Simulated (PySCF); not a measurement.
SMILES CC(C)(C)[O][Ge]([OH])([OH])[OH] (C₄H₁₂GeO₄), GFN2-xTB optimised geometry. Atoms within 1.6 Å of the plane z = 0.0 Å (x, y, z in Å): C1 (-0.73, 2.48, -0.20), C2 (-0.84, 1.06, 0.37), C3 (-2.04, 0.34, -0.24), O5 (0.38, 0.41, 0.00), Ge6 (0.82, -1.26, 0.00), O7 (0.16, -2.10, 1.35), O8 (2.55, -1.26, 0.00), O9 (0.34, -2.15, -1.40), H10 (0.15, 2.96, 0.20), H11 (-1.61, 3.06, 0.07), H12 (-0.64, 2.44, -1.28), H13 (-2.96, 0.87, 0.00), H14 (-1.94, 0.28, -1.32), H15 (-2.10, -0.67, 0.16), H19 (0.19, -3.06, 1.28), H20 (2.96, -0.60, 0.55).

Method: PBE0/def2-SVP (PySCF 2.14.0). Cells within 0.4 Å of a nucleus heavier than hydrogen are left out (blank, or x).

Map of the electrostatic potential (hartree/e), clipped to [-0.08, 0.12] on the plane z = 0.0 Å:

```
|33333333333333333333333333333|
|33333444433333333333333333333|
|33344444443333333333333333333|
|33444444444433344333333333333|
|34444444556544444433333333333|
|34444444699987996433333333333|
|44444445899999999433333333333|
|444444447999x9998433333333333|
|444444445799x9994333333333333|
|44444455569999953222333344443|
|44445688689999952112333444444|
|444459999999x9995002334444444|
|344459999999999x9412344444444|
|33444799xx9999xx9933455554444|
|33334479999999999986678654444|
|33333359999879999999999854443|
|33333349999689999999999744333|
|3333334699868999xx99xx9633333|
|3333333455447999x999xx9222333|
|33333333433359999999992012233|
|33333333333346999996200012233|
|33333333333334689964211122233|
|33333333333334556543222222333|
|33333333333334455443322223333|
|33333333333344444443333333333|
|33333333333344444443333333333|
|33333333333344444443333333333|
|33333333333344444433333333333|
|33333333333334444333333333333|
```
Scale: ten equal steps from -0.075 (start of '0') to 0.120 (end of '9'), in the order '0123456789'; x runs from -5.50 to 5.50, y from -5.50 (bottom) to 5.50 (top).
